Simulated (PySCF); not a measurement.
# Telling isomers of C5H6O2Si apart by NMR

Theory: geometry: GFN2-xTB, PBE0/pcSseg-1 with gauge-including orbitals, in PySCF 2.14.0 with density-fitted response routines (equivalent nuclei averaged, non-relativistic, in vacuum, one computed conformer).

δ = σ(ref) − σ, references computed at the same level: TMS for ¹H (31.72 ppm), ¹³C (186.93 ppm). Where no couplings were computed, multiplicities follow the n + 1 count of equivalent neighbours, and m marks all less simple cases (inequivalent or close neighbours, rings, F or P nearby). Shifts are as computed. Against solution values, carbons near 30 ppm lie about +3 ppm off and those near 130 ppm about +5 ppm. Of 1309 compounds with measured shifts, 239 miss one by over three times the rms of a fit or turn the order of signals round; such compounds aren't used in these exercises.

(1) Tabulate the signals of `C[SiH]1C(=O)C=CC1=O`, `O=COC1=C[SiH2]C=C1` and their relative energies.

(2) What is the quickest way to tell C[SiH]1C(=O)C=CC1=O from O=COC1=C[SiH2]C=C1?

Answers

(1) 
```json
{"SMILES": "C[SiH]1C(=O)C=CC1=O", "carbon types": "2×C 2×CH 1×CH3", "δC": "244.8, 151.9, -10.1", "δH": "7.09 (s, 2H), 4.55 (m, 1H), 0.45 (d, 3H)", "E rel. (kcal/mol)": "0.0"}
{"SMILES": "O=COC1=C[SiH2]C=C1", "carbon types": "1×C 4×CH", "δC": "167.7, 163.3, 155.0, 136.2, 111.2", "δH": "8.33 (s, 1H), 7.05 (d, 1H), 6.83 (t, 1H), 6.40 (m, 1H), 4.76 (m, 2H)", "E rel. (kcal/mol)": "3.1"}
```

Energies are electronic energies at PBE0/pcSseg-1 on these geometries, without zero-point or thermal terms, each for the one conformer computed, which needn't be the lowest.

(2) Count the carbon signals: 3 against 5. The first has a carbonyl carbon (C) at 244.8 ppm, the second an alkene carbon bearing oxygen (C) at 167.7 ppm. In the proton spectra the most deshielded non-exchanging signals are 7.09 (s, 2H) and 8.33 (s, 1H).
